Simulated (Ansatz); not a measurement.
A search over several starts for the lowest SCF solution of InPt₅⁺ at the given spin, in a small basis.

```yaml
crystal:
  periodic: [false, false, false]
  atoms:
    - {symbol: In, position_ang: [1.311663, 0.129752, 1.778155]}
    - {symbol: Pt, position_ang: [0.400246, 1.922137, -0.446118]}
    - {symbol: Pt, position_ang: [1.618850, -0.132607, -1.189886]}
    - {symbol: Pt, position_ang: [-1.100532, -1.140309, 1.351122]}
    - {symbol: Pt, position_ang: [-1.775744, 0.724935, -0.343287]}
    - {symbol: Pt, position_ang: [-0.454483, -1.503908, -1.149995]}
basis:
  gaussian: {orbitals: def2-SVP, initial_orbitals: start.molden}
total_charge: 1
hamiltonian: {xc: pbe, dispersion: d4}
output: {orbitals: {seedname: orbitals}}
```

The file start.molden holds the orbitals of an earlier run on this structure, at another level or in another basis.

```sh
$ ansatz run in.yaml --threads 4 --pin off --events-out ev --progress --plain --max-ram 4787MiB
```

Output, abridged:

```
Functional definition: PBE
1981 factors; their error is unknown
mean field evaluation 1: about -21373.7684 eV, gradient 8.1e2 eV
mean field evaluation 2: about -21393.9047 eV, gradient 3.3e1 eV
mean field evaluation 4: about -21410.2607 eV, gradient 2.7e1 eV
mean field evaluation 8: about -21414.2674 eV, gradient 2.7e0 eV
mean field evaluation 16: about -21414.4404 eV, gradient 2.2e-3 eV
mean field evaluation 32: about -21413.9462 eV, gradient 5.1e0 eV
mean field evaluation 64: about -21414.2487 eV, gradient 1.4e0 eV
mean field evaluation 96: about -21413.3142 eV, gradient 6.8e0 eV
mean field evaluation 128: about -21414.2298 eV, gradient 5.7e0 eV
mean field -21414.33012052 eV, -786.9621167749 hartree, gradient 2.4e-5 eV, S^2 0.000000; 9 other end points of the search recorded, 0 dependent functions left out
reference -21414.33017154 eV, -786.9621186497 hartree; 55, 55 occupied and 131, 131 virtual orbitals, 1981 factors
Total energy: -21414.94091865 eV, -786.9845631921 hartree
```

Hardware: 4 threads of AMD EPYC 7B13 on a shared host. Wall time 26 s.

In the def2 sets In, Pt take a core potential; there is no spin–orbit coupling. The restricted singlet is unstable towards broken spin symmetry in Hartree–Fock (as tested in another run); at PBE-D4/def2-SVP this wasn't settled. An occupied level lies above an empty one. Another isomer (singlet) lies 0.09 eV lower at PBE0-D4/def2-TZVP; other spin states weren't run for this one.
